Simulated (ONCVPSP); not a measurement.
# Cutoff test, mercury (Hg), ONCV

Hg (Z = 80), optimised norm-conserving Vanderbilt (ONCV), made with ONCVPSP 4.0.1 (LDA (Perdew-Wang 92), scalar-relativistic). Core [Kr] 4d10 4f14, reference 5s2 5p6 5d10 6s1.75 6p0.25. Waves: 5s+6s: rc 1.35 bohr, ncon 3, nbas 7, qcut 6.7 1/bohr, 2 projectors; 5p+6p: rc 1.90 bohr, ncon 4, nbas 7, qcut 6.9 1/bohr, 2 projectors; 5d: rc 1.25 bohr, ncon 3, nbas 7, qcut 8.2 1/bohr, 1 projector. Local part: polynomial inside 0.95 bohr (lpopt 5, dvloc0 0 Ha). Core correction: Teter function, fcfact 2, rcfact 1.5.

**Question.** For each optimised wave give the share of its norm inside rc, the residual kinetic energy above qcut (Ha) and the cutoffs (Ha) for errors of 10, 1, 0.1 and 0.01 mHa per electron.

**Answer.**

```tsv
wave	norm inside rc	residual KE	10 mHa	1 mHa	0.1 mHa	0.01 mHa
5s	0.928	6.0e-04	15.6	21.0	77.0	not reached
6s	0.052	4.6e-04	13.1	20.5	39.6	95.9
5p	0.979	1.7e-06	13.4	16.9	19.7	22.2
6p	0.042	4.4e-07	8.7	12.7	16.0	18.6
5d	0.403	3.1e-05	17.1	21.5	25.6	102.8
```

The occupied waves need 22 Ha and 77 Ha for 1 and 0.1 mHa. Note: no bound ghost flagged; GHOST(+) flagged for s at 32.9 eV. 1 of 4 tests not solved or not reliable.
